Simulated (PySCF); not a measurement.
ZrO2, SMILES [O]=[Zr]=[O], multiplicity 1.

Geometry optimised at B3LYP-D3(BJ)/def2-TZVP. The multiplicity is an assumed one; other spin states were not compared. The isomer is the one that the SMILES or the coordinates give; other isomers of the formula were not compared. The def2 effective core potentials stand for the cores of Zr; spin–orbit coupling is left out.

The numbers are results of PBE/def2-TZVPD in PySCF, not measurements.

```yaml
total_energy: -197.49511 hartree
point_group: C2v
highest_occupied_level: -5.38 eV
lowest_empty_level: -3.63 eV
orbital_gap: 1.75 eV
dipole_moment: 7.36 D
quadrupole, principal values (traceless, Buckingham form, about the centre of nuclear charge): -15.01, 4.38, 10.62 D·Å
mean_static_polarisability: 44.0 bohr³ (6.52 Å³)
polarisability_principal_values: 27.6, 42.9, 61.4 bohr³
```
